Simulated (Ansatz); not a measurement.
Z-matrix (Å, degrees):
```
C
Al 1 1.870
O 1 1.500 2 59.1
H 1 1.090 2 123.5 3 -98.0
H 1 1.090 2 123.5 3 98.0
Cl 2 2.065 1 170.3 3 180.0
```

Charge 0, multiplicity 1.

Problem. List the PBE/def2-TZVPP orbital energies in eV (the Gaussian-basis code of Ansatz). (Estimate.)

Solution. The calculation gave: Occupied: -2739.56, -1507.53, -509.74, -269.93, -250.14, -190.80, -190.69, -190.67, -107.82, -69.90, -69.72, -69.71, -24.17, -20.87, -15.58, -10.99, -10.73, -10.15, -9.17, -8.80, -8.71, -6.48, -5.59. Lowest empty: -2.40, -1.50, -0.32, 1.12, 1.68, 2.20, 2.41, 3.50.
